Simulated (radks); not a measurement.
Task: Excited configurations of the neon ion Ne2+: one electron is placed in a higher orbital outside [He] 2s2 2p3. The ground configuration is [He] 2s2 2p4. Method: Dirac Kohn-Sham, LDA (Slater exchange, Perdew-Wang correlation), spin-unpolarised, spherical densities, point nucleus; open shells fill j = l - 1/2 first; computed with a radial shooting solver on a logarithmic mesh with Libxc functionals. Excitation = E - E(ground); binding = E(ion) - E, where the ion is the core of charge +3; n* = 3/sqrt(2 binding) in atomic units, and the quantum defect is n - n*.

outer orbital  excitation (eV)  binding (eV)     n*  quantum defect  eigenvalue (eV)  <r> (bohr)
3s1/2                   42.916        24.552  2.233           0.767          -20.708       2.539
4f5/2                   59.836         7.632  4.006          -0.006           -6.169       6.010
6s1/2                   62.822         4.647  5.134           0.866           -4.043       13.50
6f5/2                   63.920         3.548  5.875           0.125           -3.038       15.68
7p1/2                   64.396         3.072  6.313           0.687           -2.684       20.22

Estimate the row for 7s1/2.

Result: excitation (eV) 64.164; binding (eV) 3.304; n* 6.088; quantum defect 0.912; eigenvalue (eV) -2.891; <r> (bohr) 19.07. The Delta-SCF ionisation energy is 67.468 eV (NIST Atomic Spectra Database: 63.423 eV, measured). Self-interaction in the functional shifts the binding energies and quantum defects, so they are the method's values and not measured ones. Spin polarisation and multiplet splitting are left out, so open shells lie too high by an amount that depends on their filling.

Beside tabulated values, note that spin-unpolarised runs miss the spin-polarisation part of the exchange energy of open shells.
